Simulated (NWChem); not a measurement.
# HOZn (+1) in NWChem

SMILES: [OH][Zn+]
```xyz
3

Zn     0.1356    -0.3973     0.0000
O     -0.3444     1.3092     0.0000
H     -1.3122     1.4460     0.0000
```
Charge +1, spin multiplicity 1.

All runs are NWChem calculations. The geometry was optimised at B3LYP/def2-SVP, a minimum by its harmonic frequencies.

Symmetry labels belong to the abelian group Cs used in the runs, with the axes of the coordinates shown; states degenerate in a higher group split over its labels.

The spin multiplicity of the parent species was assumed, not shown to be that of its ground state. The structure started from a generated list of species.

Task: List the lowest 3 singlet excitations that CIS/def2-SVPD gives, with oscillator strengths.

Result: 
| state | symmetry | energy (eV) | wavelength (nm) | f |
|---|---|---|---|---|
| 1 | a" | 4.00 | 310 | 0.013 |
| 2 | a' | 5.25 | 236 | 0.130 |
| 3 | a' | 8.06 | 154 | 0.039 |
